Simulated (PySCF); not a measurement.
# Ag: ionisation energy

Ag [Kr] 4d10 5s1 (2S) → Ag⁺ [Kr] 4d10 (1S), as a difference of total energies. Computed with PySCF 2.14 in x2c-QZVPPall, with the spin-free X2C one-electron Hamiltonian (Gaussian nucleus). Correlated levels: valence: [Kr] frozen; valence and next inner shell: [Ar] 3d10 frozen. The calculations carry no spin-orbit coupling.

```
                                method  ionisation energy (eV)
                                   UHF                   6.355
                                   LDA                   8.256
                                   PBE                   7.942
                                  PBE0                   7.629
                                r2SCAN                   7.786
                             CAM-B3LYP                   7.742
                               r2SCANh                   7.705
                                  BLYP                   7.998
                         MP2 (valence)                   7.480
                     SCS-MP2 (valence)                   7.308
    MP2 (valence and next inner shell)                   7.608
SCS-MP2 (valence and next inner shell)                   7.396
```

Task: How much does correlation contribute at MP2 (valence and next inner shell)?

Result: 7.608 − (6.355) = 1.253 eV, measured against UHF.

Errors of the correlated levels include the incompleteness of this basis and the frozen core.

For comparison: 7.576 eV (measured; NIST Atomic Spectra Database, ionization energies).
